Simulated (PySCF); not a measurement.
**Electron correlation in Xe⁺ (xenon, charge +1)**

[Kr] 4d10 5s2 5p4 5d1, one real determinant (an excited configuration). All numbers are calculated (PySCF 2.14, a scalar-relativistic core potential, in aug-cc-pwCVTZ-PP with ECP28MDF (8s7p6d4f1g, 96 functions)). Frozen: 4s2 4p6 4d10; 7 electrons correlated.

MP2 pair energies summed by pair of shells (mhartree):

```json
{"pair": "5s-5p", "energy": "-40.14", "share (%)": "38.3"}
{"pair": "5p-5p", "energy": "-38.80", "share (%)": "37.1"}
{"pair": "5p-5d", "energy": "-12.21", "share (%)": "11.7"}
{"pair": "5s-5s", "energy": "-7.47", "share (%)": "7.1"}
{"pair": "5s-5d", "energy": "-6.09", "share (%)": "5.8"}
```

Total MP2 correlation energy: -104.71 mhartree.

Same-spin part -26.55 and opposite-spin part -78.16 mhartree; SCS-MP2 scales them by 1/3 and 6/5 to -102.64 mhartree.

The reference is one real determinant that mixes LS terms of this configuration.
